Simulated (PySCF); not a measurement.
# Two-component Hartree-Fock for Pm⁴⁶⁺ (promethium, charge +46)

Start: [Ne] 3s2 3p3; 3p1/2 filled at m_j = -1/2, +1/2; 3p3/2 filled at m_j = +3/2. Calculated with PySCF 2.14 in an uncontracted even-tempered set (18 s from 11 bohr⁻², ratio 2.4; 14 p from 15 bohr⁻², ratio 2.4; 4 d from 52 bohr⁻², ratio 2.6; 4 f from 77 bohr⁻², ratio 2.6): generalised Hartree-Fock with the X2C-1e Hamiltonian and a Gaussian nucleus; one run each with spin-orbit coupling (SO) switched off, then screened by Boettger's factors.

```csv
spinor shell,electrons,"ε, spin-free (eV)","ε, screened SO (eV)",weight of nominal j (screened SO),"rms radius, screened SO (bohr)"
1s1/2,2,-48476.1,-48463.5,1.000,0.0264
2s1/2,2,-10419.1,-10413.5,1.000,0.105
2p1/2,2,-9631.1,-10036.8,1.000,0.0902
3s1/2,2,-4095.4,-4093.1,1.000,0.254
3p1/2,2,-3875.1,-3959.7,0.999,0.242
3p3/2,1,-3875.1,-3818.7,1.000,0.251
```

Q: Where does 2p3/2 lie, and what is the 2p spin-orbit splitting (screened SO)?

A: At -9449.3 eV, 587.55 eV above 2p1/2.

| quantity | spin-free | screened SO |
| --- | --- | --- |
| E (hartree) | -8003.44960 | -8012.81927 |
| M_J | 3/2 | 3/2 |
| ⟨J²⟩ | 3.750 | 3.750 |
| ⟨L²⟩ | 0.000 | 2.456 |
| ⟨S²⟩ | 3.750 | 1.545 |

Each row is a mean over spinors that exchange with the open shell spreads, by up to 25.520 eV (3s1/2).

Breit and QED terms are absent; they matter most for the inner s and p1/2 levels.

Densities and radii are taken from the X2C orbitals without a picture-change correction, which distorts them close to the nucleus.

Without spin-orbit coupling the j labels of p, d and f shells carry no meaning; the spin-free column gives the mean over the occupied spinors of each nl shell.
